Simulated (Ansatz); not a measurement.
The molecule GaTe, multiplicity 2 (lowest of 2S+1 = 2, 4 at CCSD(T)/def2-TZVPP on PBE0 minima; our sources give no spin for the ground state, which may be another). No spin–orbit coupling. Ga is treated without relativity.

The constants come from a fifth-degree fit in 1/R (seven points, main isotopes). In def2 and cc sets the state is the lowest found near the PBE0 minimum, followed along R.

Codes used: Ansatz (a first-principles code) with Gaussian orbitals. Each number belongs to the level named beside it. In def2 rows elements past Kr take small-core potentials, without spin–orbit coupling.

Energies at CAM-B3LYP/def2-TZVPP:

```json
[
 {"R (Å)": "2.233269", "E (hartree)": "-2192.99745867"},
 {"R (Å)": "2.293303", "E (hartree)": "-2193.00228696"},
 {"R (Å)": "2.348534", "E (hartree)": "-2193.00464468"},
 {"R (Å)": "2.410970", "E (hartree)": "-2193.00545801"},
 {"R (Å)": "2.473405", "E (hartree)": "-2193.00478442"},
 {"R (Å)": "2.545446", "E (hartree)": "-2193.00266384"},
 {"R (Å)": "2.629494", "E (hartree)": "-2192.99893809"}
]
```

### Question
With a reduced mass of 45.0323 u, find the minimum, the force constant and the constants.

### Answer
A fifth-degree polynomial in 1/R puts the minimum at r_e = 2.4108 Å with force constant 165 N/m. Then ω_e = (1/2πc)√(k/μ) = 250 cm⁻¹ and B_e = h/(8π²cμr_e²) = 0.06441 cm⁻¹; the cubic and quartic terms give α_e = 0.00028 and ω_e x_e = 0.89 cm⁻¹.
